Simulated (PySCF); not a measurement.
The numbers are results of ωB97X-D3(BJ)/def2-TZVP // B3LYP-D3(BJ)/def2-SVP (PySCF 2.14.0), not measurements. Isolated molecules, 0 K electronic values unless said otherwise. Delta-SCF ions had no search for a lower state. Excitations are Tamm–Dancoff values on a coarser integration grid. The basis has no diffuse functions, so Rydberg states are missing or too high.

Reference species (SMILES): `CC1=C(C)C(C)=C(C)[SiH2]1` (neutral, multiplicity 1).

```yaml
S1 excitation (TDA): 4.57 eV
S1–T1 gap (TDA): 1.81 eV
vertical ionisation energy (Delta-SCF): 7.70 eV
```

Changed species: `CC1C(=C[Si@H](C=1C)C)C`.

Problem. Give the shifts of the S1 excitation (TDA), S1–T1 gap (TDA) and vertical ionisation energy (Delta-SCF).

Solution. the S1 excitation (TDA) rises by 0.09 eV, to 4.66 eV; the S1–T1 gap (TDA) goes up by 0.04 eV, to 1.85 eV; the vertical ionisation energy (Delta-SCF) rises by 0.15 eV, to 7.85 eV.
